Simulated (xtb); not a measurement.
F6Te, SMILES F[Te](F)(F)(F)(F)F. All values are semi-empirical tight-binding results from xtb (GFN2-xTB unless named), good for trends rather than for accurate numbers. Coordinates come from a GFN2-xTB optimisation.

```json
{
 "point_group_as_xtb_finds_it": "Oh",
 "orbital_gap": "6.21 eV",
 "zero_point_energy": "6.0 kcal/mol",
 "G − E(el) at 298.15 K (modified RRHO)": "-14.8 kcal/mol",
 "static polarisability (D4 model)": "58.7 bohr³",
 "solvation energy, GFN2-xTB/ALPB(water)": "5.0 kcal/mol",
 "solvation energy, GFN2-xTB/ALPB(toluene)": "-0.4 kcal/mol"
}
```
